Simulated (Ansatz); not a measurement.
`C[SiH2][NH][SnH3]` + `CBN` → `C[SiH2]BN` + `C[NH][SnH3]`  (redistribution)

Program: Ansatz. Geometries: PBE0-D4/def2-TZVP. ΔE: electronic, gas phase. CCSD(T)/CBS adds triple-zeta CCSD(T) − MP2 to the extrapolated MP2 energy (def2 sets, frozen cores). DFT in def2-TZVPP. def2 core potentials past Kr. For Sn outer-core shells are correlated without core-valence functions, which leaves a few kJ/mol of doubt a bond. Each species was taken in one conformer, which may not be the lowest.

CCSD(T)/CBS gives +173.7 kJ/mol.

**Question.** Another level gave +170.7 kJ/mol. Which?
A. PBE0/def2-TZVPP
B. SCS-MP2/def2-TZVPP
C. B2PLYP/def2-TZVPP
D. PBE/def2-TZVPP

**Answer.** C. B2PLYP 170.7, PBE 149.2, PBE0 158.9, SCS-MP2/def2-TZVPP 176.2 kJ/mol.

Largest T1 diagnostic among the species: 0.012.

The D4 term adds +5.2 kJ/mol with B3LYP and +2.9 kJ/mol with PBE0; it sums over pairs of atoms, weighted by their polarisabilities, and B3LYP, whose exchange is more repulsive, gets the larger term. From PBE to PBE0 (25 % exact exchange), in def2-TZVPP and without D4, ΔE moves by +9.6 kJ/mol.

B3LYP here is the variant with VWN-RPA as its local correlation; programs differ in this.
